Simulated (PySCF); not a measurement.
Si(Cl)2(F)(GeH3) (Cl₂FGeH₃Si), SMILES F[Si](Cl)(Cl)[GeH3]. Geometry: B3LYP-D3(BJ)/def2-SVP. The structure was generated by enumeration, and PubChem lists no compound with its InChIKey, so it may never have been made.

Q: Give the equilibrium geometry at B3LYP-D3(BJ)/def2-SVP (PySCF confirms it by a frequency run) as Cartesian coordinates in Å, and its point group. (The exact figures need the calculation; the answer reports its results.)

A: point group Cs.
```xyz
8

F      0.8442    -1.8882     0.0000
Si     0.5443    -0.2954     0.0000
Cl     1.4426     0.4928    -1.6814
Cl     1.4426     0.4928     1.6814
Ge    -1.7940     0.1168     0.0000
H     -2.4222    -0.5021    -1.2612
H     -2.4222    -0.5021     1.2612
H     -2.0145     1.6394     0.0000
```
